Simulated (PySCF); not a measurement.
H₁₁NSi₄, SMILES N[Si]([SiH3])([SiH3])[SiH3].

The structure is a stationary point at r2SCAN-D4/def2-SVP. Other conformers were not sampled.

These are PySCF with r2SCAN-D4/def2-SVP values and carry that method's errors.

Frequencies are harmonic and unscaled.

```json
[
 {"mode": "1", "ν (cm⁻¹)": "81", "IR (km/mol)": "1.0", "moving atoms (share of kinetic energy)": "Si 63 %, H 30 %"},
 {"mode": "2", "ν (cm⁻¹)": "85", "IR (km/mol)": "0.8", "moving atoms (share of kinetic energy)": "Si 66 %, H 28 %"},
 {"mode": "3", "ν (cm⁻¹)": "93", "IR (km/mol)": "0.1", "moving atoms (share of kinetic energy)": "H 93 %"},
 {"mode": "4", "ν (cm⁻¹)": "96", "IR (km/mol)": "1.7", "moving atoms (share of kinetic energy)": "Si 49 %, H 43 %"},
 {"mode": "5", "ν (cm⁻¹)": "111", "IR (km/mol)": "0.6", "moving atoms (share of kinetic energy)": "H 98 %"},
 {"mode": "6", "ν (cm⁻¹)": "112", "IR (km/mol)": "2.4", "moving atoms (share of kinetic energy)": "H 65 %, Si 30 %"},
 {"mode": "7", "ν (cm⁻¹)": "149", "IR (km/mol)": "0.1", "moving atoms (share of kinetic energy)": "H 37 %, N 35 %, Si 28 %"},
 {"mode": "8", "ν (cm⁻¹)": "154", "IR (km/mol)": "2.4", "moving atoms (share of kinetic energy)": "N 41 %, H 33 %, Si 26 %"},
 {"mode": "9", "ν (cm⁻¹)": "218", "IR (km/mol)": "45.5", "moving atoms (share of kinetic energy)": "H 92 %"},
 {"mode": "10", "ν (cm⁻¹)": "329", "IR (km/mol)": "1.0", "moving atoms (share of kinetic energy)": "Si 80 %, H 13 %"},
 {"mode": "11", "ν (cm⁻¹)": "404", "IR (km/mol)": "2.1", "moving atoms (share of kinetic energy)": "Si 58 %, H 40 %"},
 {"mode": "12", "ν (cm⁻¹)": "419", "IR (km/mol)": "0.3", "moving atoms (share of kinetic energy)": "Si 58 %, H 41 %"},
 {"mode": "13", "ν (cm⁻¹)": "440", "IR (km/mol)": "0.8", "moving atoms (share of kinetic energy)": "H 91 %, Si 9 %"},
 {"mode": "14", "ν (cm⁻¹)": "445", "IR (km/mol)": "183.0", "moving atoms (share of kinetic energy)": "H 80 %, N 18 %"},
 {"mode": "15", "ν (cm⁻¹)": "507", "IR (km/mol)": "5.7", "moving atoms (share of kinetic energy)": "H 72 %, Si 28 %"},
 {"mode": "16", "ν (cm⁻¹)": "508", "IR (km/mol)": "21.9", "moving atoms (share of kinetic energy)": "H 67 %, Si 27 %"},
 {"mode": "17", "ν (cm⁻¹)": "542", "IR (km/mol)": "24.9", "moving atoms (share of kinetic energy)": "H 75 %, Si 18 %"},
 {"mode": "18", "ν (cm⁻¹)": "552", "IR (km/mol)": "0.5", "moving atoms (share of kinetic energy)": "H 66 %, Si 34 %"},
 {"mode": "19", "ν (cm⁻¹)": "559", "IR (km/mol)": "18.1", "moving atoms (share of kinetic energy)": "H 60 %, Si 38 %"},
 {"mode": "20", "ν (cm⁻¹)": "813", "IR (km/mol)": "57.3", "moving atoms (share of kinetic energy)": "N 45 %, Si 36 %, H 20 %"},
 {"mode": "21", "ν (cm⁻¹)": "830", "IR (km/mol)": "270.9", "moving atoms (share of kinetic energy)": "H 89 %"},
 {"mode": "22", "ν (cm⁻¹)": "842", "IR (km/mol)": "356.5", "moving atoms (share of kinetic energy)": "H 90 %, Si 10 %"},
 {"mode": "23", "ν (cm⁻¹)": "861", "IR (km/mol)": "98.3", "moving atoms (share of kinetic energy)": "H 83 %, Si 9 %"},
 {"mode": "24", "ν (cm⁻¹)": "885", "IR (km/mol)": "42.1", "moving atoms (share of kinetic energy)": "H 86 %, Si 11 %"},
 {"mode": "25", "ν (cm⁻¹)": "924", "IR (km/mol)": "0.1", "moving atoms (share of kinetic energy)": "H 97 %"},
 {"mode": "26", "ν (cm⁻¹)": "930", "IR (km/mol)": "6.4", "moving atoms (share of kinetic energy)": "H 98 %"},
 {"mode": "27", "ν (cm⁻¹)": "931", "IR (km/mol)": "13.9", "moving atoms (share of kinetic energy)": "H 97 %"},
 {"mode": "28", "ν (cm⁻¹)": "932", "IR (km/mol)": "56.6", "moving atoms (share of kinetic energy)": "H 97 %"},
 {"mode": "29", "ν (cm⁻¹)": "934", "IR (km/mol)": "45.4", "moving atoms (share of kinetic energy)": "H 97 %"},
 {"mode": "30", "ν (cm⁻¹)": "940", "IR (km/mol)": "67.4", "moving atoms (share of kinetic energy)": "H 96 %"},
 {"mode": "31", "ν (cm⁻¹)": "1549", "IR (km/mol)": "32.0", "moving atoms (share of kinetic energy)": "H 91 %, N 9 %"},
 {"mode": "32", "ν (cm⁻¹)": "2191", "IR (km/mol)": "88.3", "moving atoms (share of kinetic energy)": "H 99 %"},
 {"mode": "33", "ν (cm⁻¹)": "2198", "IR (km/mol)": "77.5", "moving atoms (share of kinetic energy)": "H 98 %"},
 {"mode": "34", "ν (cm⁻¹)": "2201", "IR (km/mol)": "3.0", "moving atoms (share of kinetic energy)": "H 98 %"},
 {"mode": "35", "ν (cm⁻¹)": "2201", "IR (km/mol)": "167.0", "moving atoms (share of kinetic energy)": "H 96 %"},
 {"mode": "36", "ν (cm⁻¹)": "2205", "IR (km/mol)": "35.8", "moving atoms (share of kinetic energy)": "H 96 %"},
 {"mode": "37", "ν (cm⁻¹)": "2211", "IR (km/mol)": "9.8", "moving atoms (share of kinetic energy)": "H 96 %"},
 {"mode": "38", "ν (cm⁻¹)": "2214", "IR (km/mol)": "170.2", "moving atoms (share of kinetic energy)": "H 97 %"},
 {"mode": "39", "ν (cm⁻¹)": "2217", "IR (km/mol)": "0.0", "moving atoms (share of kinetic energy)": "H 96 %"},
 {"mode": "40", "ν (cm⁻¹)": "2220", "IR (km/mol)": "169.7", "moving atoms (share of kinetic energy)": "H 96 %"},
 {"mode": "41", "ν (cm⁻¹)": "3544", "IR (km/mol)": "25.0", "moving atoms (share of kinetic energy)": "H 96 %"},
 {"mode": "42", "ν (cm⁻¹)": "3641", "IR (km/mol)": "24.6", "moving atoms (share of kinetic energy)": "H 91 %, N 9 %"}
]
```
